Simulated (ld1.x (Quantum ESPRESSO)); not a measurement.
**vanadium (V): TM pseudisation with PBE, fully relativistic reference atom.**

| Quantity | Value |
| --- | --- |
| Element | vanadium |
| Generator | ld1.x (Quantum ESPRESSO) 7.5 |
| Type | norm-conserving Troullier–Martins (Kleinman–Bylander form) |
| Functional | PBE |
| Relativity | fully relativistic |
| Frozen core | [Ne] |
| Valence charge | 13 |
| Reference configuration | 3s2 3p6 3d3 4s1 4p0 (charge +1) |
| Partial waves | 3s (bound): rc 1.50 bohr; 3d (bound): rc 2.00 bohr; 3p (bound): rc 1.35 bohr |
| Local potential | the p channel |
| Core correction | a·sin(br)/r model core inside 0.65 bohr |

Open shells are filled in proportion to 2j + 1 (rel_dist='average').

Occupied shells without a wave of their own: 4s. They enter only through the test configuration that unscreens the potential, and ld1.x also counts them in the model core charge.

Poles of the logarithmic derivatives, all-electron (AE) and pseudo (PS). s: poles at -5.6, 3.8 (AE) and -5.6, 2.9 (PS) Ry. p1/2: poles at -3.7, 4.9 (AE) and -3.6, 4.8 (PS) Ry. p3/2: poles at -3.6, 5.0 (AE) and -3.6, 4.8 (PS) Ry. d3/2: poles at -0.5 (AE) and -0.5 (PS) Ry. d5/2: poles at -0.5 (AE) and -0.5 (PS) Ry. Test radius 2.19 bohr.

* Largest excitation error: -1012 meV (all-electron minus pseudo) for 3s2 3p6 3d2 4s0 4p0, out of 7 test configurations

A Bessel basis up to 400 Ry misses an occupied level by 2.89 Ry, so cutoffs and ghosts were not judged. The potential misses its own reference levels by up to 0.6 eV. ld1.x takes every shell without a wave as core, so the model core holds the 4s electrons as well and exchange and correlation see them twice. This cancels in the reference configuration, but the file is broken for other ones, and its errors say nothing about a proper core correction.
